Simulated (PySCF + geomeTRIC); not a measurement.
The multiplicity is imposed and other spin states were not computed.

Species: [Cu(Cl)4]- (charge -1, multiplicity 1).

Question: Give a relaxed geometry from TPSS-D3(BJ)/def2-SVP in PySCF + geomeTRIC.

Answer: the end point of this relaxation.
Cartesian coordinates (Å) in one orientation:
```xyz
5

Cu     0.000     0.000     0.000
Cl    -1.076    -1.623     1.056
Cl     1.079     1.622    -1.055
Cl    -0.237     1.307     1.772
Cl     0.235    -1.306    -1.774
```
